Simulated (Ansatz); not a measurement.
A nudged elastic band was laid between two geometries of ClH3HfO3 + H2 (10 atoms, charge 0, multiplicity 1).

Level of theory: Ansatz 0.2.0, RKS revPBE-D4/def2-SVP.

- movable images: 5
- climbing image: yes
- spring: 5.0 eV/Å²
- optimiser: quadratic models (default)
- start path: through a guess of the saddle point
- force threshold: 0.05 eV/Å
- iteration limit: 60
- end points: relaxed

Initial state:

```xyz
10
Properties=species:S:1:pos:R:3
Hf -0.246 -0.424 0.170
Cl -0.091 -0.200 2.558
O 1.528 -0.539 -0.580
H 2.355 -0.634 -1.067
O -1.191 1.096 -0.555
H -1.564 1.839 -1.042
O -1.223 -2.040 -0.229
H -1.742 -2.772 -0.580
H 1.715 2.809 1.179
H 1.429 2.328 1.702
```

Final state:

```xyz
10
Properties=species:S:1:pos:R:3
Hf 0.198 -0.547 -0.113
Cl 1.233 -0.143 2.019
O 1.476 -1.418 -1.270
H 2.030 -1.712 -2.003
O -0.345 1.137 -0.881
H -0.762 1.902 -1.296
O -1.343 -1.682 0.145
H -2.068 -2.317 0.107
H 0.148 3.483 2.411
H 0.404 2.761 2.438
```

(1) What changes between the two ends?

(2) Give the energies along the band, and the barrier.

(3) What is the geometry of the highest image?

## Answers

(1) No bond is made or broken.

(2) The forces met the threshold. The highest image is number 5 of 0 to 6, 0.4 kcal/mol above the first end and 0.0 kcal/mol above the last; the last end lies 0.4 kcal/mol above the first. The top lies less than 8 meV above the higher end, about what the thresholds resolve: that end is a shoulder or a very shallow well. A vibrational analysis at the climbing image gives no mode beyond 40i cm⁻¹: the surface is too flat there to confirm a saddle point.

```json
{"image": "0", "path coordinate (Å)": "0.00", "energy (kcal/mol)": "0.0"}
{"image": "1", "path coordinate (Å)": "0.70", "energy (kcal/mol)": "0.1"}
{"image": "2", "path coordinate (Å)": "1.40", "energy (kcal/mol)": "0.2"}
{"image": "3", "path coordinate (Å)": "2.10", "energy (kcal/mol)": "0.3"}
{"image": "4", "path coordinate (Å)": "2.79", "energy (kcal/mol)": "0.4"}
{"image": "5", "path coordinate (Å)": "3.49", "energy (kcal/mol)": "0.4"}
{"image": "6", "path coordinate (Å)": "4.26", "energy (kcal/mol)": "0.4"}
```

(3) 
```xyz
10
Properties=species:S:1:pos:R:3
Hf 0.115 -0.570 -0.071
Cl 0.944 -0.178 2.150
O 1.557 -1.228 -1.172
H 2.171 -1.544 -1.846
O -0.557 1.088 -0.792
H -0.927 1.849 -1.253
O -1.304 -1.876 0.007
H -2.025 -2.506 -0.107
H 0.426 3.590 2.286
H 0.571 2.840 2.354
```

The run took 5.7 min on 4 threads of Arm Neoverse V1, on a shared host, peak memory 0.18 GiB.
